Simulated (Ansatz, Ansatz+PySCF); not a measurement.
```xyz
3

S     0.0000    0.0000   -0.1560
H     0.0000    1.4573    1.2482
H     0.0000   -1.4573    1.2482
```

Basis set: cc-pVDZ (spherical functions). Correlated methods keep 5 orbitals frozen. Charge 0, multiplicity 1.

Computed with Ansatz (development build ahead of 0.2.0); each method stands on the lowest determinant of its kind that the runs found. Restricted open shells among the atoms or ions are ROHF, correlated in semicanonical orbitals with singles. Restricted functionals stand beside restricted open-shell atoms, which can lie above the unrestricted atoms usual in DFT and then raise those values.

The atomization energy at this shape (free ground-state atoms in the same class of orbitals less the molecule, no zero-point energy) of singlet H2S:

| method | atomization energy |
| --- | --- |
| ωB97X (restricted) | 2.93 eV |
| ωB97X (unrestricted) | 2.89 eV |
| r²SCAN (restricted) | 3.42 eV |
| r²SCAN (unrestricted) | 3.37 eV |
| PBE0 (unrestricted) | 3.09 eV |
| PBE0 (restricted) | 3.14 eV |
| PBE (restricted) | 3.72 eV |
| PBE (unrestricted) | 3.69 eV |
| UHF-CCSDT(Q) | 3.08 eV |
| RHF-CCSD(T) | 3.06 eV |
| UHF-CCSD(T) | 2.94 eV |
| RHF-MP2 | 2.32 eV |
| UHF | 0.97 eV |
| RHF | 0.25 eV |

Task: What does UHF-MP2 give?

Result: 1.69 eV. Caution for UHF-CCSDT(Q), UHF-CCSD(T), UHF-MP2: a plain start can end on a higher determinant. Caution for UHF-CCSDT(Q), RHF-CCSD(T), UHF-CCSD(T), RHF-MP2, UHF-MP2: bonds are stretched, where a single reference can fail. Caution for UHF-CCSDT(Q), UHF-CCSD(T), UHF-MP2, UHF: the unrestricted determinant is a mixture of spin states. Caution for RHF-CCSD(T), RHF-MP2, RHF: an unrestricted determinant lies well below. Caution for UHF-CCSD(T), UHF-MP2: another reference gives a lower total. Caution for UHF-CCSD(T): the program doubts this total.
